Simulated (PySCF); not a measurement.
## Electron correlation in Tb³⁺ (terbium, charge +3)

[Xe] 4f8, high-spin 7F determinant. Computed with PySCF 2.14 in cc-pVDZ-X2C (8s7p5d3f1g, 84 functions), with the spin-free X2C one-electron Hamiltonian (Gaussian nucleus). Frozen: [Ar] 3d10; 34 electrons correlated.

MP2 pair energies summed by pair of shells (mhartree):

| pair | energy | share (%) |
| --- | --- | --- |
| 4d-4f | -148.81 | 17.6 |
| 4f-5p | -137.37 | 16.3 |
| 4f-4f | -135.53 | 16.0 |
| 5p-5p | -118.62 | 14.0 |
| 4d-4d | -81.03 | 9.6 |
| 4d-5p | -68.06 | 8.1 |
| 5s-5p | -30.06 | 3.6 |
| 4f-5s | -26.40 | 3.1 |
| 4p-4d | -24.46 | 2.9 |
| 4p-4f | -21.45 | 2.5 |
| 4d-5s | -18.97 | 2.2 |
| 4p-4p | -6.52 | 0.8 |
| 4p-5p | -5.90 | 0.7 |
| 5s-5s | -5.80 | 0.7 |
| 4s-4f | -4.85 | 0.6 |
| 4s-4d | -4.45 | 0.5 |
| 4p-5s | -3.00 | 0.4 |
| 4s-4p | -2.42 | 0.3 |
| 4s-5p | -0.58 | 0.1 |
| 4s-4s | -0.50 | 0.1 |
| 4s-5s | -0.26 | 0.0 |

Total MP2 correlation energy: -845.03 mhartree.

Same-spin part -352.08 and opposite-spin part -492.95 mhartree; SCS-MP2 scales them by 1/3 and 6/5 to -708.90 mhartree.

This basis was not built for core-valence correlation, so the inner-shell part is incomplete.
